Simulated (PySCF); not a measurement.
C₆H₉Br.
Structure used (PBE0-D3(BJ)/def2-SVP), in Å, numbered top down from 1:
```xyz
16
C6H9Br angstrom
C     -1.9529   -0.3059    1.4825
C     -0.9339    0.1223    0.7555
C     -0.0700   -0.0981   -0.3965
Br    -0.7536    0.0881   -2.1797
C      0.1112    1.1196    0.4978
C      1.3518    1.2477    1.3530
C      2.5323    1.8310    0.5927
H     -2.4974   -1.2134    1.2070
H     -2.2850    0.2399    2.3699
H      0.6902   -0.8849   -0.3546
H     -0.2444    2.0618    0.0578
H      1.6077    0.2551    1.7602
H      1.1108    1.8768    2.2268
H      2.7958    1.2031   -0.2727
H      2.3021    2.8375    0.2098
H      3.4229    1.9127    1.2337
```

Linear response at B3LYP/def2-SVPD (PySCF, frozen core in the response, non-relativistic). The structure is a single PBE0-D3(BJ)/def2-SVP conformer in the gas phase; no vibrational or solvent corrections. The B3LYP/def2-SVPD calculation is non-relativistic and has no spin–orbit coupling, an omission that weighs most on bromine.

Static isotropic polarisability: 97.13 au (14.39 Å³), principal values 74.1, 104.8, 112.5 au.

**Question.** What is the polarisability at 1064 nm and at the sodium D line?

**Answer.** 98.14 au at 1064 nm (+1.0 %), 100.58 au at 589.3 nm (+3.6 %). The rise at 589.3 nm is 3.41 times that at 1064 nm; a pure ω² law gives 3.26. The lowest singlet lies at 248 nm, shorter than both wavelengths.

**Question.** What is the isotropic C6 coefficient between two such molecules, C6 = (3/π)∫α(iω)² dω?

**Answer.** 3583 au (Eh·bohr⁶) by a ten-point quadrature over imaginary frequencies, which is 2140 eV·Å⁶ or 207 J·nm⁶/mol.

**Question.** Which effective excitation energy ω̄ makes London's formula C6 = (3/4)α²ω̄ exact here?

**Answer.** ω̄ = 4·C6/(3α²) = 0.506 Eh = 13.8 eV. A one-pole form α(ω) = α/(1 − ω²/ω̄²) fitted to the 1064 nm value gives 11.5 eV.

**Question.** How anisotropic is the static polarisability, by Δα² = ½[(α1 − α2)² + (α2 − α3)² + (α3 − α1)²]?

**Answer.** Δα = 35.2 au, or 0.36 of the isotropic value.

**Question.** What three-body coefficient follows from the one-pole estimate C9 = (3/4)·α·C6?

**Answer.** 261000 au. This is an estimate from the two numbers above, not a computed integral.

**Question.** How many electrons N does the Slater–Kirkwood formula C6 = (3/4)·√N·α^(3/2) need to give this C6?

**Answer.** N = (4·C6/3)²/α³ = 24.9; the species has 80 electrons in all.

**Question.** What n − 1 at the D line would an ideal gas of it have at 273.15 K and 1 atm (2.6868 × 10¹⁹ cm⁻³), by n − 1 = 2π·N·α′?

**Answer.** 25.16 × 10⁻⁴, a formal value whether or not that pressure can be reached.
